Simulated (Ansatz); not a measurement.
Cost and result for the atomization energy of C₃H₉AlF₂Si (`C[Si](C)(C)[Al]([F])[F]`) (16 atoms, 15 bonds).

| atom | x (Å) | y (Å) | z (Å) |
| --- | --- | --- | --- |
| C1 | -0.001 | 0.798 | 1.706 |
| Si2 | 0.023 | -0.015 | 0.011 |
| C3 | 1.796 | -0.338 | -0.518 |
| C4 | -0.925 | -1.637 | 0.092 |
| Al5 | -1.073 | 1.469 | -1.604 |
| F6 | -2.638 | 1.955 | -1.404 |
| F7 | -0.322 | 2.051 | -2.953 |
| H8 | 0.564 | 1.733 | 1.715 |
| H9 | -1.021 | 1.016 | 2.030 |
| H10 | 0.450 | 0.127 | 2.445 |
| H11 | 1.840 | -0.810 | -1.502 |
| H12 | 2.287 | -1.003 | 0.199 |
| H13 | 2.373 | 0.588 | -0.568 |
| H14 | -0.916 | -2.160 | -0.867 |
| H15 | -0.469 | -2.297 | 0.837 |
| H16 | -1.967 | -1.477 | 0.380 |

Charge 0, multiplicity 1. The geometry is a stationary point of PBE0-D4/def2-TZVP. It is one conformer, not always the lowest. Program: Ansatz. All runs use 2 threads of an AMD EPYC 7R13 on a shared host and a share of an NVIDIA H100 80 GB. Times are those of one run each, without the atoms' runs, and a repeat can differ threefold. Electronic energies, without spin–orbit coupling; frozen cores. CCSD(T)/CBS adds CCSD(T) − MP2 in def2-TZVPP to the MP2 limit, and its time is that of the two runs behind it. T1 = 0.012. B3LYP takes the VWN-RPA correlation (the form of Gaussian; ORCA's B3LYP/G). HSE06 is the plane-wave form, built on full-range PBE exchange.

CCSD(T)/CBS is a level of theory with its own doubt, some kJ/mol a heavy atom from the limit and from the frozen cores, so smaller differences don't rank the functionals.

| level | functions | wall time |
| --- | --- | --- |
| LDA (SPW92)/def2-TZVPP | 365 | 1.9 s |
| revPBE-D4/def2-TZVPP | 365 | 1.9 s |
| PBE-D4/def2-TZVPP (with forces) | 365 | 2.1 s |
| HSE06-D4/def2-TZVPP | 365 | 2.4 s |
| r2SCANh-D4/def2-TZVPP | 365 | 2.5 s |
| B97M-V/def2-TZVPP | 365 | 2.8 s |
| B3LYP-D4/def2-TZVPP (with forces) | 365 | 2.9 s |
| B2PLYP/def2-TZVPP | 365 | 3 s |
| PBE-QIDH/def2-TZVPP | 365 | 3.2 s |
| CCSD(T)/def2-SVP | 151 | 3.9 s |
| MP2/def2-QZVPP | 695 | 5.5 s |
| CCSD(T)/def2-TZVPP | 365 | 12 s |
| CCSD(T)/CBS(def2) | – | 17 s |

What atomization energy does each give, and how far from CCSD(T)/CBS? (An estimate is asked.)

The calculation gave: 
```json
{"level": "LDA (SPW92)/def2-TZVPP", "atomization (kJ/mol)": "6958.2", "difference from CCSD(T)/CBS": "743.8", "per bond": "49.6"}
{"level": "revPBE-D4/def2-TZVPP", "atomization (kJ/mol)": "6130.3", "difference from CCSD(T)/CBS": "-84.1", "per bond": "-5.6"}
{"level": "PBE-D4/def2-TZVPP (with forces)", "atomization (kJ/mol)": "6264.5", "difference from CCSD(T)/CBS": "50.1", "per bond": "3.3"}
{"level": "HSE06-D4/def2-TZVPP", "atomization (kJ/mol)": "6191.1", "difference from CCSD(T)/CBS": "-23.3", "per bond": "-1.6"}
{"level": "r2SCANh-D4/def2-TZVPP", "atomization (kJ/mol)": "6187.7", "difference from CCSD(T)/CBS": "-26.7", "per bond": "-1.8"}
{"level": "B97M-V/def2-TZVPP", "atomization (kJ/mol)": "6215.6", "difference from CCSD(T)/CBS": "1.2", "per bond": "0.1"}
{"level": "B3LYP-D4/def2-TZVPP (with forces)", "atomization (kJ/mol)": "6183.9", "difference from CCSD(T)/CBS": "-30.5", "per bond": "-2.0"}
{"level": "B2PLYP/def2-TZVPP", "atomization (kJ/mol)": "6133.2", "difference from CCSD(T)/CBS": "-81.2", "per bond": "-5.4"}
{"level": "PBE-QIDH/def2-TZVPP", "atomization (kJ/mol)": "6168.1", "difference from CCSD(T)/CBS": "-46.3", "per bond": "-3.1"}
{"level": "CCSD(T)/def2-SVP", "atomization (kJ/mol)": "5881.5", "difference from CCSD(T)/CBS": "-332.9", "per bond": "-22.2"}
{"level": "MP2/def2-QZVPP", "atomization (kJ/mol)": "6251.5", "difference from CCSD(T)/CBS": "37.1", "per bond": "2.5"}
{"level": "CCSD(T)/def2-TZVPP", "atomization (kJ/mol)": "6065.4", "difference from CCSD(T)/CBS": "-149.0", "per bond": "-9.9"}
{"level": "CCSD(T)/CBS(def2)", "atomization (kJ/mol)": "6214.4", "difference from CCSD(T)/CBS": "0.0", "per bond": "0.0"}
```

At CCSD(T), def2-SVP lies −332.8 kJ/mol from the extrapolated value and def2-TZVPP −149.0 kJ/mol: correlation converges slowly with the basis, and small sets miss more of it in the bonded molecule than in its fragments. The D4 term adds +57.1 kJ/mol with B3LYP and +30.9 kJ/mol with PBE0; it sums over pairs of atoms, weighted by their polarisabilities, and B3LYP, whose exchange is more repulsive, gets the larger term. From BLYP to BHLYP (50 % exact exchange), in def2-TZVPP and without D4, the atomization energy moves by −75.7 kJ/mol: exact exchange takes away binding that semilocal exchange gives to molecules.
